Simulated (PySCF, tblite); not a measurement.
Isomers of C2H9OSSi2 (doublet state), one GFN2-xTB conformer each. Single-point energies are computed at B3LYP/pcH-1 (PySCF, gas phase, no added dispersion term), electronic only. GFN2-xTB treats the open shell by occupation alone, and not every SCF solution was tested for stability.

Problem. Rank them by B3LYP/pcH-1 energy, lowest first (kJ/mol).
A. `[CH2:1][S:2][Si@H:3]([CH3:4])[SiH2:5][OH:6]` (doublet state) with H–C1–S2–Si3 179° and 24°, C1–S2–Si3–C4 179°, S2–Si3–Si5–O6 180°, Si3–Si5–O6–H -179°
B. `[CH3:1][S:2][Si@@H:3]([CH3:4])[SiH:5][OH:6]` (doublet state) with C1–S2–Si3–C4 52°, S2–Si3–Si5–O6 45°, Si3–Si5–O6–H -48°

Solution. B (0.0), A (30.2).

GFN2-xTB itself gives, in the same order: 0.0, 48.7. Both levels put the same isomer lowest.

Problem. What happens when harmonic zero-point energies from GFN2-xTB frequencies are added?

Solution. 
```
                SMILES  ZPE (kJ/mol)  electronic (kJ/mol)  with ZPE (kJ/mol)
    CS[Si@@H](C)[SiH]O         276.3                  0.0                0.0
[CH2]S[Si@H](C)[SiH2]O         261.8                 30.2               15.6
```

The zero-point energies span 14.5 kJ/mol. The order is unchanged.
